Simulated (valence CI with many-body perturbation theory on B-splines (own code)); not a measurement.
Sensitivity of CI+MBPT for W35+

Computed by configuration interaction combined with many-body perturbation theory (CI+MBPT): three valence electrons over a frozen Dirac-Fock core [Kr], radial functions for each j: 6 s, 6 p, 5 d, 5 f, 1 g, with the one-electron correlation potential Σ1, the two-electron term Σ2, the three-electron term Σ3, Breit, model QED; selected CI, second order for the rest, scaled by the run's own slope (own B-spline code, finite nucleus).

The last digits are not significant, and no measured levels were compared; by estimate large intervals hold to a few tenths of a per cent, small ones and those within an open d or f shell to about a per cent. Only levels of the ground parity were solved; by the run's estimate the other parity begins above the list, which can be wrong where configurations are misplaced.

The reference run has the lowest level (4d3/2^3) J=3/2 and an ionisation energy of 1509.28 eV. Its largest variational space holds 2426 state functions.

Levels are named by their leading jj configuration (3d3/2^4 stands for four electrons in 3d with j = 3/2), which in mixed levels can hold well under half, so a name can repeat and another be missing. Letters in brackets count levels of one name in rising energy.

Changed runs:
A. scale of Σ2 1 → 1.2
B. size limit of the variational space 10000 → 1500; hole-hole ladder in Σ2 on → off; second order for the rest on → off
C. natural orbitals for correlation on → off
D. start configuration 4d3 → 4s3 (bad on purpose)

Excitation energies of the reference run in cm⁻¹, and shifts in cm⁻¹:

```tsv
Level	Reference	A	B	C
(4d3/2^2 4d5/2) J=5/2 [a]	121232	+62	-1916	-378
(4d3/2^2 4d5/2) J=3/2	140809	-118	-425	-58
(4d3/2^2 4d5/2) J=7/2	152160	-281	-1979	-106
(4d3/2^2 4d5/2) J=9/2	155196	-486	-2921	-36
(4d3/2^2 4d5/2) J=1/2	156684	-215	+345	+99
(4d3/2^2 4d5/2) J=5/2 [b]	220754	-364	+2010	+546
(4d3/2 4d5/2^2) J=7/2 [a]	272035	+15	-2314	-286
(4d3/2 4d5/2^2) J=9/2	285621	-186	-3079	-252
(4d3/2 4d5/2^2) J=3/2 [a]	299450	+93	+543	+50
(4d3/2 4d5/2^2) J=1/2	308368	-15	+828	+218
(4d3/2 4d5/2^2) J=5/2 [a]	315220	-436	+82	+225
(4d3/2 4d5/2^2) J=11/2	316178	-660	-3855	+58
Ionisation energy (eV)	1509.28	+0.34	-0.43	-0.11
```

Run D: It gave no result: a shell was given more electrons than it holds. The program said: "a valence shell holds more than 4l+2 electrons".
